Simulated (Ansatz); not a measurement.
Relaxation of C$_{2}$H$_{6}$SSi$_{2}$ (11 atoms, charge 0, multiplicity 1), to a largest force component of 0.015 eV/Å in at most 40 steps.

Computed with RKS PBE0-D4/def2-mTZVP in Ansatz.

```xyz
11
Properties=species:S:1:pos:R:3:forces:R:3
Si -1.888 -0.016 0.611 -2.05 1.14 -0.60
Si 0.263 0.554 0.525 1.28 1.28 -0.17
C 0.999 0.889 2.184 1.53 0.58 1.32
C 1.980 -0.090 2.246 -4.57 2.42 -2.15
S 1.664 -1.023 0.753 1.50 -1.90 -0.46
H -2.780 1.246 0.848 0.73 -0.76 -0.15
H -2.382 -0.603 -0.658 0.04 -0.11 -0.11
H -2.172 -0.917 1.696 -0.02 -0.65 0.73
H 0.680 1.567 -0.549 -0.35 -0.54 0.44
H 0.825 1.735 2.881 0.32 -0.80 -0.17
H 2.603 -0.324 3.035 1.58 -0.66 1.33
```

Q: Where does it end, and by what steps?

A: It converged. After 6 steps the energy has fallen by 0.620 eV; H10 moved furthest, 0.21 Å.

```
step  energy less start (eV)  largest force component (eV/Å)  accepted
   0                  0.0000                           4.571       yes
   1                 -0.4234                           2.587       yes
   2                 -0.5398                           1.703       yes
   3                 -0.6112                           0.326       yes
   4                 -0.6191                           0.061       yes
   5                 -0.6198                           0.029       yes
   6                 -0.6201                           0.007       yes
```

```xyz
11
Properties=species:S:1:pos:R:3
Si -1.946 -0.002 0.599
Si 0.294 0.655 0.565
C 1.082 1.022 2.200
C 1.848 -0.078 2.225
S 1.663 -1.054 0.732
H -2.827 1.187 0.780
H -2.311 -0.673 -0.679
H -2.154 -0.942 1.731
H 0.611 1.560 -0.574
H 1.011 1.763 2.985
H 2.522 -0.421 3.005
```

The run took 12 s on 2 threads of AMD EPYC 9R45 96-Core Processor (Zen 5), on a shared host, peak memory 0.31 GiB.
